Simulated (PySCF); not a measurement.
BAs: mean field, correlation and small terms against distance

State: ³Π, triplet, unpaired electrons σ ↑, π ↑. ROHF-based CCSD(T) in PySCF 2.14 with B aug-cc-pVDZ, As cc-pwCVDZ-PP with ECP10 and B aug-cc-pVTZ, As cc-pwCVTZ-PP with ECP10 (frozen core orbitals: 5; scalar-relativistic core potentials). Correlation energies are extrapolated as n⁻³ (n = 2, 3), Hartree–Fock as (n+1)·exp(−9√n). CV is the change on freezing 4 orbitals instead, in B cc-pwCVTZ, As cc-pwCVTZ-PP with ECP10. All energies in eV from B + As.

```
 R (Å)  HF/CBS  CCSD corr.      (T)       CV   total
1.6312  -0.554      -1.259  -0.2253  -0.0386  -2.077
1.7054  -1.007      -1.265  -0.2455  -0.0310  -2.548
1.7795  -1.203      -1.283  -0.2678  -0.0244  -2.778
1.8537  -1.217      -1.310  -0.2909  -0.0187  -2.837
1.9278  -1.104      -1.343  -0.3135  -0.0138  -2.774
2.0205  -0.854      -1.384  -0.3378  -0.0087  -2.584
2.1132  -0.543      -1.417  -0.3547  -0.0044  -2.319
```

A fit to the total gives Re = 1.8479 Å, De = 2.837 eV, ωe = 796.8 cm⁻¹, Be = 0.5143 cm⁻¹ (masses 11.0093 and 74.9216 u).

Problem. At R = 1.8537 Å the CCSD correlation energy is -0.409332 hartree in the smaller basis and -0.636332 in the larger. Extrapolate it.

Solution. (3³·E3 − 2³·E2)/(3³ − 2³) = -0.73191 hartree; the larger basis holds 86.9 % of it.

The T1 diagnostic is 0.026. The state was picked by a PBE0 search and need not be the measured ground state. Spin–orbit coupling, excitations beyond (T) and corrections to the Born–Oppenheimer picture are left out.
